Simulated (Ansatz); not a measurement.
Total energies of GaH2(SMe) (CH₅GaS) from Ansatz at PBE-D4/def2-TZVPD, gas phase (1 Eh = 27.2114 eV = 2625.5 kJ/mol). The reference geometry is relaxed at PBE0-D4/def2-TZVP.

```csv
state,geometry,energy (Eh)
charge 0 singlet,reference,-2363.68326
charge -1 doublet,reference,-2363.68000
free Ga atom (doublet),–,-1924.51534
free H atom (doublet),–,-0.49962
free S atom (triplet),–,-397.93910
free C atom (triplet),–,-37.79605
```

**Question.** Work out the vertical electron affinity, to the doublet.

**Answer.** E(charge 0 singlet) − E(charge -1 doublet) = -2363.68326 − (-2363.68000) = -0.00326 Eh = -0.09 eV; so near zero that its sign isn't settled.

**Question.** What is the binding energy per atom against free atoms?

**Answer.** Atoms: 1 × (-1924.51534) + 5 × (-0.49962) + 1 × (-397.93910) + 1 × (-37.79605) = -2362.74859 Eh. Binding: -2362.74859 − (-2363.68326) = 0.93467 Eh = 25.43 eV, or 3.18 eV for each of 8 atoms (no zero-point energy, no counterpoise term).

At PBE-D4/def2-TZVPD the highest occupied level of the charge -1 doublet lies above zero (up to 2.32 eV). Energy differences put its binding near zero (-0.09 eV; vertical, to the charge 0 singlet, at PBE-D4/def2-TZVPD), which leaves it undecided.
